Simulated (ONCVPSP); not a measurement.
## Pseudopotential generation for F: ONCV, Wu-Cohen, scalar-relativistic.

ONCVPSP 4.0.1 input, shortened (lines: element, Z, core and valence counts, functional; n l f; lmax; l rc ep ncon nbas qcut; lloc lpopt rc5 dvloc0; l nproj debl; icmod fcfact rcfact), Wu-Cohen, scalar-relativistic:

```
  F 9.00    1    2  -118130      upf
    1    0    2.00
    2    0    2.00
    2    1    5.00
    1
    0    0.75    0.00    4    9   11.10
    1    1.72    0.00    3    7    6.50
    4    5    0.65    6.00
    0    2    2.10
    1    1    1.50
    3    3.50    1.60
```

All-electron outer shells of the reference configuration (Wu-Cohen, scalar-relativistic, ld1.x):

```csv
shell,level (eV),outermost node (bohr),outermost maximum (bohr)
1s,-662.40,–,0.11
2s,-29.74,0.24,0.76
2p,-11.09,–,0.71
```

Q: Estimate the cutoffs (Ha) at which the residual kinetic energy of the hardest occupied pseudo-wave falls to 1 and 0.1 mHa per electron.

A: 52 Ha and 89 Ha.

Q: What does a ghost test show?

A: No bound ghost flagged; no localised positive-energy state flagged.

Q: Which valence shell sets the plane-wave cutoff?

A: 2s: 52 Ha for 1 mHa per electron, against 18 Ha for 2p.

Q: Tests: 2s2 2p4; 2s2 2p3; 2s2 2p2; 2s2 2p4.5. Which has the largest error in its energy relative to the reference configuration, and how large is it?

A: 2s2 2p2, with +3401 meV (all-electron minus pseudo) on +118.39 eV.
